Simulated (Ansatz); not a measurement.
Harmonic frequencies (cm⁻¹) at PBE0-D4/def2-TZVP from Ansatz: 94, 125, 157, 167, 195, 226, 282, 312, 482, 529, 549, 566, 594, 631, 643, 792, 1138, 1154, 1177, 1403, 1410, 1412, 1419, 3032, 3034, 3128, 3132, 3147, 3147, 3865.

Each molecule was computed in one conformer, which needn't be the lowest.

Problem. Which molecule is it?
A. `[CH3][V]([CH3])(=[O])[OH]`
B. `[CH3][V](=[NH])([OH])[Cl]`
C. `[CH3][V](=[O])([OH])[OH]`
D. `[NH]=[V]([NH2])([NH2])[Cl]`

Solution. A.
